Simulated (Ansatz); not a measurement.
`O[SiH2][SiH2][SnH3]` + orthosilicic acid → `O[SiH2]O[Si](O)(O)O` + `[SiH3][SnH3]`  (cleavage of the Si–Si bond)

Computed with Ansatz on PBE0-D4/def2-TZVP structures; ΔE is electronic, products minus reactants. CCSD(T)/CBS is the MP2 limit (def2-TZVPP, def2-QZVPP) plus CCSD(T) − MP2 in def2-TZVPP, frozen cores. This one scheme is used for every species. DFT in def2-TZVPP. B3LYP here is the variant with VWN-RPA as its local correlation; programs differ in this. def2 core potentials past Kr. For Sn outer-core shells are correlated without core-valence functions, which leaves a few kJ/mol of doubt a bond. One conformer a species, not always the lowest.

```tsv
level	ΔE (kcal/mol)
B3LYP-D4	-32.0
ωB97M-V	-32.9
B2PLYP	-32.9
PBE	-25.5
HF/def2-TZVPP	-38.3
HF/def2-QZVPP	-38.8
MP2/def2-QZVPP	-33.0
HF/CBS(def2)	-38.9
```

(1) What does CCSD(T)/CBS give? (Best estimate.)

Largest T1 diagnostic among the species: 0.013.

## Answers

(1) Ansatz gave: -31.5 kcal/mol. The listed levels differ from it by -0.5, -1.4, -1.4, 6.0, -6.8, -7.3, -1.5, -7.4 kcal/mol.

In def2-TZVPP, CCSD(T) changes the Hartree–Fock value by +6.0 kcal/mol (the triples alone add +0.9 kcal/mol) and MP2 by +5.1 kcal/mol. From PBE to PBE0 (25 % exact exchange), in def2-TZVPP and without D4, ΔE moves by −2.3 kcal/mol.
